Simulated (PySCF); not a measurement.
C5H6F2.
Geometry (GFN2-xTB, Å), atoms numbered from 1 in this order:
```xyz
13
C5H6F2 angstrom
C      2.0188   -0.7894   -0.2888
C      1.2905    0.2864   -0.0684
F      1.6582    1.4680   -0.6214
C      0.0317    0.3943    0.7383
C     -1.1428    0.6039   -0.1723
C     -2.1545   -0.2342   -0.2877
F     -2.2377   -1.3646    0.4369
H      2.9057   -0.7483   -0.8952
H      1.7429   -1.7359    0.1344
H     -0.1022   -0.5117    1.3273
H      0.1222    1.2558    1.4071
H     -1.1324    1.4905   -0.7862
H     -3.0048   -0.1144   -0.9416
```

Vertical excitations from PySCF (density fitting, frozen core in the response, grid level 2 and gas phase unless stated; continuum runs use non-equilibrium linear response for the excitations) on a GFN2-xTB geometry. Reference run:

```
                              settings    S1, eV (f)    S2, eV (f)    S3, eV (f)    S4, eV (f)    S5, eV (f)    S6, eV (f)  T1, eV (Tamm–Dancoff)  mean α (au)
PBE0/def2-SVPD, full TDDFT, 6 singlets  6.52 (0.136)  6.71 (0.019)  6.99 (0.016)  7.26 (0.038)  7.57 (0.239)  7.72 (0.159)                   4.40         62.3
```

**Question.** What do these settings give: (1) KT3/def2-SVPD, level shift 0.2 Eh, fitting basis def2-qzvpp-jkfit, TDA, 3 singlets; (2) X3LYP/3-21G, damping 0.2 at the start, DIIS from the seventh cycle, TDA, 25 singlets?

**Answer.** 
```tsv
settings	S1, eV (f)	S2, eV (f)	S3, eV (f)	S4, eV (f)	S5, eV (f)	S6, eV (f)	T1, eV (Tamm–Dancoff)	mean α (au)
KT3/def2-SVPD, level shift 0.2 Eh, fitting basis def2-qzvpp-jkfit, TDA, 3 singlets	5.63 (0.038)	5.78 (0.029)	6.08 (0.005)	–	–	–	4.38	63.9
X3LYP/3-21G, damping 0.2 at the start, DIIS from the seventh cycle, TDA, 25 singlets	6.70 (0.065)	6.92 (0.044)	8.54 (0.514)	8.74 (0.080)	8.75 (0.044)	8.77 (0.100)	4.57	46.1
```

(1) S1 moves by -0.89 eV; functional and response scheme change together, so the shift can't be laid on one. (2) S1 moves by +0.18 eV; functional, basis and response scheme change together, so the shift can't be laid on one. States are counted by energy in each run and needn't keep their character from row to row.

KT3 was designed for NMR shieldings or shifts; total energies of different functionals aren't comparable.

**Question.** Give the leading configurations of S1 (H = HOMO, L = LUMO) and the HOMO–LUMO gap of each run.

**Answer.** 
| settings | S1 configurations (weight) | S1 (eV) | orbital gap (eV) | S1 − gap (eV) |
| --- | --- | --- | --- | --- |
| PBE0/def2-SVPD, full TDDFT, 6 singlets | H→L 0.84, H−1→L+1 0.09 | 6.52 | 7.36 | -0.84 |
| KT3/def2-SVPD, level shift 0.2 Eh, fitting basis def2-qzvpp-jkfit, TDA, 3 singlets | H→L 0.49, H→L+1 0.18, H−1→L 0.17 | 5.63 | 5.21 | +0.42 |
| X3LYP/3-21G, damping 0.2 at the start, DIIS from the seventh cycle, TDA, 25 singlets | H→L 0.65, H−1→L+1 0.14, H→L+1 0.11 | 6.70 | 7.26 | -0.56 |

One conformer stands for the species.
